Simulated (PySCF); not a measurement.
Sn(F)(OH) (FHOSn), SMILES [OH][Sn][F] (connectivity only; charge and spin as stated), neutral, multiplicity 1. Coordinates come from a PBE-D3(BJ)/def2-TZVP optimisation. The def2 effective core potentials stand for the cores of Sn; spin–orbit coupling is left out. One conformer was computed; it need not be the lowest.

The numbers are results of PBE-D3(BJ)/def2-TZVP run with PySCF, not measurements.

Harmonic wavenumbers (cm⁻¹): 170, 447, 538, 578, 729, 3686. Rotational constants (GHz): 9.676, 6.597, 3.923; symmetry number 1.

### Question
Work out the zero-point energy and the ideal-gas rigid-rotor harmonic-oscillator thermochemistry at 298.15 K and 1 atm.

### Answer
ZPE = ½ Σ hcν = ½ × 6148 cm⁻¹ = 36.77 kJ/mol. H − E(el) = 50.22 kJ/mol. Entropy in J/(mol K): translation 171.62, rotation 103.20, vibration 19.12, total 293.94. G − E(el) = -37.42 kJ/mol. Cp = 59.47 J/(mol K).
